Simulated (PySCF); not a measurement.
Ionisation energy of As⁺ by level of theory

As⁺ [Ar] 3d10 4s2 4p2 (3P) → As²⁺ [Ar] 3d10 4s2 4p1 (2P), as a difference of total energies. Calculation: PySCF 2.14, in def2-SVP; the non-relativistic Hamiltonian (point nucleus). Correlated levels: valence: [Ar] 3d10 frozen. The calculations carry no spin-orbit coupling.

```
           method  ionisation energy (eV)
              UHF                  18.007
             PBE0                  18.612
              PBE                  18.567
    MP2 (valence)                  18.267
SCS-MP2 (valence)                  18.200
   CCSD (valence)                  18.290
CCSD(T) (valence)                  18.298
```

**Question.** How much does correlation contribute at CCSD(T) (valence)?

**Answer.** 18.298 − (18.007) = 0.291 eV, measured against UHF.

These non-relativistic numbers lack the scalar-relativistic shift.

The reference lies between the lowest fine-structure levels, while these numbers refer to the centres of the terms.

Errors of the correlated levels include the incompleteness of this basis and the frozen core.

For comparison: 18.589 eV (measured; NIST Atomic Spectra Database, ionization energies).
